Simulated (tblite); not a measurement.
Compound: C₇H₁₁P.
Cartesian coordinates in Å at the GFN2-xTB level; atoms count from 1:
```xyz
19
C7H11P angstrom
C     -2.2044    0.4442    0.3437
C     -2.1146   -0.1839   -0.8147
C     -1.0640   -1.2449   -0.9232
P      0.0485   -1.0330    0.5656
C      1.0485    0.3558   -0.1129
C      2.3987    0.0401   -0.6900
C      2.2990    0.7509    0.6187
C     -1.2446    0.0213    1.4120
H     -2.9312    1.2117    0.5624
H     -2.7590    0.0074   -1.6592
H     -1.5217   -2.2395   -0.9045
H     -0.4805   -1.1709   -1.8443
H      0.4731    1.1466   -0.5867
H      2.7260   -0.9896   -0.6825
H      2.7283    0.5946   -1.5565
H      2.5605    1.7982    0.6598
H      2.5588    0.2020    1.5126
H     -0.7715    0.8679    1.9159
H     -1.7597   -0.5697    2.1766
```

Calculated harmonic vibrations of the isolated species, GFN2-xTB (tblite), most abundant isotopes, no scaling. Errors from tens to a few hundred cm⁻¹ against measured bands are possible. One conformer, not necessarily the lowest.

Harmonic wavenumbers (cm⁻¹): 45.9, 91.6, 148.6, 211.2, 266.5, 324.0, 363.9, 496.7, 640.6, 641.8, 697.2, 724.2, 776.4, 805.9, 811.0, 842.2, 857.5, 879.4, 964.9, 990.7, 992.8, 1000.1, 1028.6, 1068.2, 1069.7, 1079.9, 1088.7, 1092.5, 1120.3, 1152.6, 1206.6, 1209.5, 1218.9, 1290.6, 1328.6, 1431.3, 1434.2, 1436.7, 1481.0, 1704.7, 2920.2, 2921.7, 2953.9, 2956.5, 2984.9, 3072.8, 3075.2, 3076.0, 3077.4, 3088.5, 3094.0.

A = 3368, B = 1251, C = 1157 MHz; mass 126.060 u (most abundant isotopes); point group Cs, symmetry number 1.

Q: What is the zero-point energy?

A: ½Σν̃ = 34618 cm⁻¹ = 414.12 kJ/mol.

Q: What is S at 400 K and 1 bar for an ideal gas of classical rigid rotors and harmonic oscillators?

A: Translation 175.29, rotation 123.24, vibration 129.48: S = 428.0 J/(mol K).

Q: And Cp and H(400 K) − H(0)?

A: Cp = 189.89 J/(mol K), of which vibrations give 156.63 (their classical limit is 51 R = 424.0); H(400 K) − H(0) = 41.59 kJ/mol without the zero-point energy, 28.28 from vibrations.

Q: Which modes carry the vibrational entropy at 400 K?

A: 45.9 cm⁻¹: 23.30; 91.6 cm⁻¹: 17.58; 148.6 cm⁻¹: 13.62; 211.2 cm⁻¹: 10.80; 266.5 cm⁻¹: 8.98; 324.0 cm⁻¹: 7.50 J/(mol K); the other 45 give 47.71 together.

Q: What must be added to the electronic energy to get the Gibbs energy at 400 K and 1 bar?

A: ZPE + [H(400 K) − H(0)] − T·S = 414.12 + 41.59 − 171.20 = 284.51 kJ/mol.

Q: Blend soft modes into free rotors: weight 1/[1 + (100 cm⁻¹/ν̃)⁴] for the oscillator and the rest for a rotor with moment μB/(μ + B), μ = h/(8π²ν), B = 10⁻⁴⁴ kg m². What vibrational entropy results?

A: 120.14 J/(mol K) in place of 129.48, which changes −T·S at 400 K by +3.74 kJ/mol.

Q: How do the functions run with temperature in this model?

A: 
| T (K) | S (J/(mol K)) | Cp (J/(mol K)) | H − H(0) (kJ/mol) | G − H(0) (kJ/mol) | ln q(vib) |
| --- | --- | --- | --- | --- | --- |
| 50 | 239.1 | 48.5 | 1.98 | -9.97 | 0.40 |
| 100 | 277.7 | 64.6 | 4.82 | -22.96 | 1.25 |
| 298.15 | 379.3 | 142.7 | 24.60 | -88.50 | 4.97 |
| 373.15 | 415.2 | 178.0 | 36.65 | -118.30 | 6.50 |
| 500 | 474.7 | 228.9 | 62.60 | -174.77 | 9.24 |
| 750 | 581.6 | 297.0 | 129.06 | -307.13 | 14.83 |
| 1000 | 673.4 | 340.2 | 209.08 | -464.29 | 20.27 |

q(vib) and H(0) count from the zero-point level.

Hindered rotation and anharmonicity are outside this model. Other conformers, if any are populated, would add a mixing term that is left out.
